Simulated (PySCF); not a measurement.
These are B3LYP-D3(BJ)/def2-SVP // PBE0-D4/def2-SVP (PySCF) values and carry that method's errors. Isolated molecules, 0 K electronic values unless said otherwise. One relaxed conformer stands for a flexible species; it need not be the lowest. B3LYP has the VWN-RPA correlation part, as in Gaussian. Delta-SCF ions had no search for a lower state. Excitations are Tamm–Dancoff values on a coarser integration grid. The basis has no diffuse functions, so Rydberg states are missing or too high.

Reference species (SMILES): `Sc1cc2ccccc2c2ccccc12` (H–S–C–C torsion 128°) (neutral, multiplicity 1).

```yaml
vertical ionisation energy (Delta-SCF): 7.55 eV
T1 excitation (TDA): 2.95 eV
```

Changed species: `c1c2c(cccc2)c2c(c1)cc(cc2)S` (H–S–C–C torsion 0°).

Question: Predict the effect on the vertical ionisation energy (Delta-SCF) and T1 excitation (TDA).

Answer: the vertical ionisation energy (Delta-SCF) falls by 0.13 eV, to 7.42 eV; the T1 excitation (TDA) goes up by 0.07 eV, to 3.02 eV.
